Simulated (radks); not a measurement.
All-electron atom: Cs2+ in [Kr] 4d10 5s2 5p5 (the NIST ground configuration).

Method: Dirac Kohn-Sham, LDA (Slater exchange, Perdew-Wang correlation), spin-unpolarised, spherical densities, finite nucleus; open shells fill j = l - 1/2 first; Fermi nuclear charge, rms radius 4.8041 fm; computed with a radial shooting solver on a logarithmic mesh with Libxc functionals.

Energy parts (eV):
total: -211782.85
kinetic: 225459.93
electron-nucleus: -514254.62
Hartree: 82073.08
exchange-correlation: -5061.25

Orbitals (lengths in bohr, moments of r in powers of bohr; <r^-3> diverges for s and p1/2):
orbital  occ.  eigenvalue (eV)  <r^-3>
1s1/2       2        -35747.20       -
2s1/2       2        -5620.838       -
2p1/2       2        -5291.773       -
2p3/2       4        -4939.971    5919
3s1/2       2        -1181.592       -
3p1/2       2        -1043.797       -
3p3/2       4        -976.4093    1161
3d3/2       4        -733.2446   187.8
3d5/2       6        -718.9208   172.6
4s1/2       2        -236.4103       -
4p1/2       2        -186.9234       -
4p3/2       4        -173.0478   239.3
4d3/2       4         -92.4174   30.82
4d5/2       6         -90.1147   28.05
5s1/2       2         -42.7763       -
5p1/2       2         -30.1749       -
5p3/2       3         -28.3174   31.89

The highest occupied level is 5p3/2 at -28.317 eV. The density falls to 0.001 e/bohr^3 at r = 3.80 bohr. For comparison, the ionisation energy in NIST's Atomic Spectra Database is 33.195 eV (semi-empirical). In exact Kohn-Sham theory the highest level is minus the ionisation energy, but local and semilocal functionals leave it too shallow, through self-interaction and a potential that decays too fast; potentials with the right tail come closer. Summed over all electrons, <r^2> = 43.45 bohr^2, which gives a Langevin (diamagnetic) susceptibility term of -34.4 x 10^-6 cm^3/mol.

Beside tabulated values, note that spin-unpolarised runs miss the spin-polarisation part of the exchange energy of open shells.
